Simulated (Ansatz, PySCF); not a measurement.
BrH5N2Sn. Atoms are numbered in the order given.

```xyz
9

Sn     0.1540    -0.6020     0.4351
N     -1.4123    -1.8729     0.1185
N      1.7495    -1.4359    -0.5270
Br    -0.2959     1.7121    -0.5365
H      0.4421    -0.4060     2.1098
H     -2.1667    -1.7375     0.7929
H     -1.8202    -1.7658    -0.8115
H      1.4432    -2.0130    -1.3122
H      2.3983    -0.7388    -0.8949
```
Charge 0, spin multiplicity 1.

Coordinates come from a B3LYP-D3(BJ)/def2-SVP optimisation. The def2 effective core potentials stand for the cores of Sn; spin–orbit coupling is left out. Other conformers were not sampled.

Vertical ionisation energy (IE) and electron affinity (EA) in eV. Rows of orbital energies are one-electron estimates. Where ΔSCF, EOM or ADC give a negative EA the extra electron is unbound and the value depends on the basis.

```tsv
level	IE	EA
−ε(HOMO), −ε(LUMO), CAM-B3LYP/def2-TZVP (PySCF)	9.01	0.23
−ε(HOMO), −ε(LUMO), PBE/def2-TZVP (PySCF)	6.25	2.07
ΔSCF, PBE0/def2-SVPD (Ansatz), final states of multiplicity 2 and 2	?	?
ΔSCF, PBE/def2-SVPD (Ansatz), final states of multiplicity 2 and 2	9.04	-0.15
```

Task: Fill in the missing entries. (Estimate from the structure and the level; the computed values follow.)

Result: 
- ΔSCF, PBE0/def2-SVPD (Ansatz, a first-principles code), final states of multiplicity 2 and 2, IE: 9.53
- ΔSCF, PBE0/def2-SVPD (Ansatz), final states of multiplicity 2 and 2, EA: -0.31

Task: What vertical singlet–triplet gap does ΔSCF give with PBE0/def2-SVPD (Ansatz) and with PBE/def2-SVPD (Ansatz)? (The exact figures need the calculation; the answer reports its results.)

Result: 4.76 and 4.19 eV (triplet above singlet where positive).
